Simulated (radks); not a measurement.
Values are calculated unless marked as measured or tabulated.
Ionisation of Ga2+, [Ar] 3d10 4s1, to Ga3+, [Ar] 3d10, under several functionals. Scalar-relativistic Kohn-Sham, spin-polarised, spherical densities, point nucleus; open shells are filled with parallel spins first; a radial shooting solver on a logarithmic mesh with Libxc functionals.

| functional | E(Ga2+) (hartree) | Exc (hartree) | IE (eV) | -e(HOMO) (eV) | <r> HOMO (bohr) | IE error (eV) |
|---|---|---|---|---|---|---|
| PW91 | -1943.41090 | -75.47761 | 31.705 | 26.816 | 2.067 | +0.979 |
| Wu-Cohen GGA | -1942.49300 | -74.54528 | 31.584 | 26.810 | 2.060 | +0.859 |
| exchange-only B88 | -1941.92918 | -73.96343 | 31.038 | 26.187 | 2.083 | +0.312 |
| PBEsol | -1941.48836 | -73.52079 | 31.523 | 26.730 | 2.063 | +0.798 |
| BP86 | -1943.52173 | -75.58755 | 31.646 | 26.880 | 2.059 | +0.920 |

NIST Atomic Spectra Database: 30.726 eV (measured). Closest: exchange-only B88. The Delta-SCF values span 0.67 eV, the total energies 2.03 hartree. The highest occupied level is 4s.
